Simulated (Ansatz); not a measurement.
**Worked example: Sn(CH3)(NH2) + KSH → Sn(CH3)(SH) + KNH2**

Species: Sn(CH3)(NH2), singlet; KSH `[SH][K]`, singlet; Sn(CH3)(SH), singlet; KNH2 `[NH2][K]`, singlet. The partners trade NH2 for SH: Sn–NH2 and K–SH bonds give way to Sn–SH and K–NH2.

Shapes, held fixed at every level: PBE0-D4/def2-TZVP. Flexible molecules stand in one conformer, not always the lowest. Programs: Ansatz 0.2.0. The zero-point and thermal change to 298 K, harmonic and unscaled (PBE0-D4/def2-TZVP), is -3.1 kJ/mol.

At CCSD(T)/def2-TZVPP; 1 Eh = 2625.50 kJ/mol:

| species | energy (Eh) |
| --- | --- |
| Sn(CH3)(NH2) | -309.379432 |
| KSH | -997.707983 |
| Sn(CH3)(SH) | -651.856818 |
| KNH2 | -655.194821 |

Problem. Work out ΔH(298 K) of the reaction at this level.

Solution. 
1. Products less reactants: (-651.856818) + (-655.194821) − [(-309.379432) + (-997.707983)] = 0.035776 Eh = +93.9 kJ/mol.
2. With the thermal change: +93.9 + (-3.1) = +90.8 kJ/mol.

Other levels give +81.5 (SPW92/def2-TZVPP) to +111.7 kJ/mol (HF/def2-SVP). No measured value is set beside it here. For atoms past krypton def2 sets carry core potentials with scalar relativity. Outer-core shells of K, Sn are correlated, in sets that cover them unevenly.
